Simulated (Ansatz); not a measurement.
Steps of a relaxation of CH3F4MoN (`C[N]=[Mo]([F])([F])([F])[F]`) with RKS PBE-D4/def2-SVP.

```sh
$ ansatz run in.yaml --threads 8 --pin off --events-out ev --progress --plain --max-ram 18278MiB
```

```yaml
crystal:
  periodic: [false, false, false]
  atoms:
    - {symbol: C, position_ang: [0.480500, -1.902100, -0.061700]}
    - {symbol: N, position_ang: [-0.251300, -0.584000, -0.125100]}
    - {symbol: Mo, position_ang: [0.024100, 1.316400, 0.186300]}
    - {symbol: F, position_ang: [-2.011500, 0.954400, -0.166500]}
    - {symbol: F, position_ang: [-0.758100, 2.946900, -0.980300]}
    - {symbol: F, position_ang: [-1.162300, 2.670900, 1.390500]}
    - {symbol: F, position_ang: [1.928900, 0.913800, -0.118100]}
    - {symbol: H, position_ang: [-0.284200, -2.571200, 0.251000]}
    - {symbol: H, position_ang: [1.268800, -1.704700, 0.688700]}
    - {symbol: H, position_ang: [0.848300, -2.091600, -1.061900]}
basis:
  gaussian: {orbitals: def2-SVP}
hamiltonian: {xc: pbe, dispersion: d4}
relax: {f_tol: 0.03, max_steps: 200}
```

Positions (Å) and forces (eV/Å) along the path, 12 of 12 steps:

```xyz
10
step=1 energy=-15275.8401 eV
C     0.480   -1.902   -0.062   -0.474    4.036    0.245
N    -0.251   -0.584   -0.125    1.743    2.880    1.090
Mo    0.024    1.316    0.186   -6.559   -0.787   -2.378
F    -2.011    0.954   -0.167    1.985    0.547    0.282
F    -0.758    2.947   -0.980    2.494   -2.771    0.622
F    -1.162    2.671    1.391    2.846   -2.568   -0.291
F     1.929    0.914   -0.118   -2.057    1.198    0.623
H    -0.284   -2.571    0.251   -0.815   -1.443    0.524
H     1.269   -1.705    0.689    0.351   -0.651    0.012
H     0.848   -2.092   -1.062    0.485   -0.442   -0.728
10
step=2 energy=-15278.7725 eV
C     0.469   -1.829   -0.056   -0.699    2.285    0.109
N    -0.230   -0.516   -0.095    1.432    1.446    0.762
Mo   -0.135    1.310    0.114   -3.449   -1.344   -0.672
F    -2.021    0.967   -0.178    0.426    0.952   -0.113
F    -0.629    2.841   -1.016    1.539   -1.844   -0.095
F    -1.019    2.545    1.429    2.005   -2.070   -0.225
F     1.786    1.000   -0.082   -1.384    1.368    0.311
H    -0.280   -2.566    0.259   -0.117   -0.412    0.153
H     1.288   -1.726    0.688    0.120   -0.325   -0.069
H     0.855   -2.076   -1.060    0.127   -0.057   -0.160
10
step=3 energy=-15280.3471 eV
C     0.454   -1.768   -0.050   -0.498    0.459   -0.022
N    -0.192   -0.471   -0.054    0.897   -0.688    0.654
Mo   -0.249    1.258    0.100   -0.233   -0.186   -0.502
F    -2.063    1.045   -0.210   -1.121    0.393   -0.422
F    -0.530    2.714   -1.063    1.022   -0.553   -0.991
F    -0.892    2.399    1.453    0.999   -0.986    1.081
F     1.688    1.127   -0.065   -1.057    1.254    0.198
H    -0.275   -2.556    0.261    0.124    0.158    0.010
H     1.295   -1.742    0.684   -0.057   -0.077   -0.116
H     0.848   -2.057   -1.054   -0.077    0.226    0.110
10
step=4 energy=-15281.2584 eV
C     0.446   -1.762   -0.040   -0.011   -0.195   -0.144
N    -0.159   -0.479   -0.011    0.136    0.176    0.664
Mo   -0.309    1.240    0.078   -0.424    0.476   -0.403
F    -2.142    1.095   -0.258   -0.258    0.299   -0.241
F    -0.429    2.649   -1.178    0.613   -0.689   -0.441
F    -0.790    2.281    1.569    0.790   -1.124    0.323
F     1.610    1.274   -0.055   -0.792    0.884    0.165
H    -0.275   -2.556    0.269    0.043    0.133    0.028
H     1.298   -1.758    0.678   -0.013   -0.112   -0.041
H     0.834   -2.037   -1.050   -0.085    0.152    0.090
10
step=5 energy=-15281.8296 eV
C     0.438   -1.757   -0.030    0.213   -0.169   -0.089
N    -0.135   -0.465    0.044   -0.180    0.224    0.436
Mo   -0.354    1.246    0.048    0.041    0.258   -0.014
F    -2.183    1.145   -0.302   -0.282    0.181   -0.186
F    -0.361    2.579   -1.274    0.227   -0.367   -0.485
F    -0.693    2.132    1.648    0.435   -0.832    0.147
F     1.534    1.418   -0.036   -0.287    0.554    0.140
H    -0.280   -2.549    0.280   -0.062    0.113    0.031
H     1.301   -1.783    0.674   -0.003   -0.106   -0.024
H     0.815   -2.018   -1.047   -0.102    0.144    0.044
10
step=6 energy=-15282.1441 eV
C     0.434   -1.744   -0.019    0.100   -0.020    0.055
N    -0.127   -0.444    0.101    0.007    0.122   -0.060
Mo   -0.368    1.259    0.026    0.042    0.223    0.181
F    -2.206    1.184   -0.336   -0.001    0.138    0.006
F    -0.333    2.498   -1.394    0.080   -0.437   -0.238
F    -0.616    1.969    1.716    0.134   -0.453   -0.047
F     1.501    1.542    0.002   -0.176    0.282    0.108
H    -0.296   -2.525    0.286   -0.061    0.061    0.012
H     1.307   -1.809    0.670   -0.028   -0.050   -0.040
H     0.787   -1.981   -1.048   -0.096    0.135    0.021
10
step=7 energy=-15282.3167 eV
C     0.429   -1.728   -0.018   -0.007   -0.018    0.139
N    -0.105   -0.421    0.129    0.100    0.143   -0.448
Mo   -0.361    1.274    0.026    0.068    0.057    0.073
F    -2.203    1.227   -0.315   -0.048    0.111    0.107
F    -0.309    2.355   -1.523    0.069   -0.510   -0.011
F    -0.596    1.848    1.763   -0.005   -0.066    0.067
F     1.484    1.657    0.064   -0.077    0.209    0.126
H    -0.321   -2.493    0.282   -0.008    0.038   -0.015
H     1.311   -1.830    0.657   -0.039   -0.030   -0.057
H     0.755   -1.938   -1.061   -0.053    0.066    0.019
10
step=8 energy=-15282.4732 eV
C     0.427   -1.721   -0.034   -0.008   -0.058    0.189
N    -0.074   -0.401    0.106    0.111    0.137   -0.533
Mo   -0.351    1.285    0.036    0.055    0.014   -0.025
F    -2.201    1.280   -0.259   -0.053    0.078    0.144
F    -0.281    2.181   -1.618    0.078   -0.441    0.020
F    -0.603    1.801    1.794   -0.022    0.022    0.128
F     1.461    1.777    0.143   -0.066    0.170    0.141
H    -0.341   -2.463    0.275   -0.020    0.018   -0.012
H     1.310   -1.847    0.636   -0.034   -0.015   -0.054
H     0.737   -1.942   -1.078   -0.042    0.074    0.002
10
step=9 energy=-15282.6174 eV
C     0.425   -1.729   -0.046   -0.030    0.080    0.100
N    -0.013   -0.380    0.042   -0.025    0.591   -0.317
Mo   -0.335    1.307    0.042    0.165   -0.642   -0.063
F    -2.193    1.339   -0.200    0.001    0.041    0.096
F    -0.248    2.013   -1.695    0.054   -0.281    0.078
F    -0.615    1.738    1.830   -0.001    0.013    0.053
F     1.417    1.954    0.224   -0.088    0.092    0.088
H    -0.374   -2.426    0.285   -0.031    0.046    0.008
H     1.311   -1.880    0.612   -0.038    0.013   -0.039
H     0.708   -1.988   -1.090   -0.010    0.048   -0.003
10
step=10 energy=-15282.6732 eV
C     0.423   -1.721   -0.054   -0.044    0.046   -0.002
N     0.032   -0.357   -0.001    0.066   -0.125   -0.066
Mo   -0.323    1.304    0.037    0.066    0.166    0.151
F    -2.173    1.425   -0.153   -0.143   -0.061   -0.045
F    -0.202    1.831   -1.763   -0.004   -0.083    0.184
F    -0.606    1.629    1.867    0.023   -0.021   -0.188
F     1.342    2.114    0.278    0.072    0.020   -0.022
H    -0.404   -2.378    0.295   -0.017    0.022   -0.017
H     1.309   -1.899    0.594   -0.007    0.047   -0.005
H     0.685   -1.998   -1.098   -0.012   -0.010    0.010
10
step=11 energy=-15282.6803 eV
C     0.418   -1.718   -0.056    0.005    0.048   -0.003
N     0.061   -0.347   -0.004    0.016   -0.036   -0.018
Mo   -0.314    1.310    0.045    0.023   -0.038   -0.009
F    -2.173    1.359   -0.159   -0.004   -0.002    0.001
F    -0.205    1.841   -1.746   -0.006   -0.002    0.011
F    -0.607    1.645    1.863   -0.010    0.010    0.006
F     1.354    2.126    0.275    0.002    0.017    0.001
H    -0.427   -2.352    0.291   -0.003    0.005    0.006
H     1.300   -1.908    0.593   -0.014   -0.007    0.003
H     0.676   -2.008   -1.098   -0.010    0.006    0.001
10
step=12 energy=-15282.6810 eV
C     0.417   -1.718   -0.057    0.002   -0.002   -0.006
N     0.082   -0.344   -0.006   -0.001    0.013   -0.001
Mo   -0.307    1.310    0.046    0.000    0.000    0.001
F    -2.167    1.338   -0.159    0.004   -0.003    0.000
F    -0.207    1.843   -1.745    0.000   -0.001    0.002
F    -0.609    1.644    1.862    0.001   -0.001   -0.003
F     1.350    2.149    0.277   -0.003    0.001    0.000
H    -0.438   -2.336    0.292   -0.003   -0.003    0.002
H     1.295   -1.924    0.593    0.002   -0.005    0.003
H     0.668   -2.013   -1.099   -0.002    0.000    0.003
```

Run time 16 s (8 threads of an Arm Neoverse V2 on a shared host); peak host memory 0.2 GiB.
